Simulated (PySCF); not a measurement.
C₃H₅BO₂ (SMILES C#CB(O)OC), singlet, geometry from GFN2-xTB, atoms displaced at random by about 0.03 Å a coordinate; R2SCAN/6-31G, gradient (PySCF).

Input for PySCF:
```python
from pyscf import gto, scf, dft

mol = gto.M(
    atom='''
B    -0.063872   -0.004152    0.254053
C     0.513179    1.394093    0.335775
C     0.875443    2.564029    0.457867
H     1.188244    3.562914    0.613639
O    -0.762346   -0.571371    1.274116
H    -0.854019   -0.050030    2.081217
O     0.123927   -0.619197   -1.000155
C    -0.404466   -1.920386   -1.197094
H    -1.032522   -1.896661   -2.013076
H     0.507546   -2.519909   -1.454481
H    -0.829170   -2.317149   -0.267156
''',
    basis='6-31g',
    charge=0,
    spin=0,
    verbose=3,
)

mf = dft.RKS(mol)
mf.xc = 'r2scan'
mf.grids.level = 0
mf.kernel()
g = mf.nuc_grad_method()
g.grid_response = True
grad = g.kernel()
```

**Question.** Write the output that PySCF gives for this input, abridged.

**Answer.** 
```
converged SCF energy = -292.427513990958
--------------- RKS gradients ---------------
         x                y                z
0 B    -0.0221623374    -0.0187423126     0.0474997680
1 C    -0.0054533303    -0.0243558545    -0.0075684788
2 C     0.0050107833     0.0189412720    -0.0007844897
3 H    -0.0033733066    -0.0077663240     0.0012586021
4 O     0.0164123761     0.0238273431    -0.0130160385
5 H     0.0016111685    -0.0036910162    -0.0097427543
6 O     0.0044010150    -0.0237050853    -0.0283422772
7 C    -0.0547531337     0.0295434314    -0.0301189847
8 H     0.0355391449     0.0027221006     0.0357353298
9 H     0.0165607204     0.0020657543    -0.0010716124
10 H     0.0062068996     0.0011606911     0.0061509357
----------------------------------------------
```
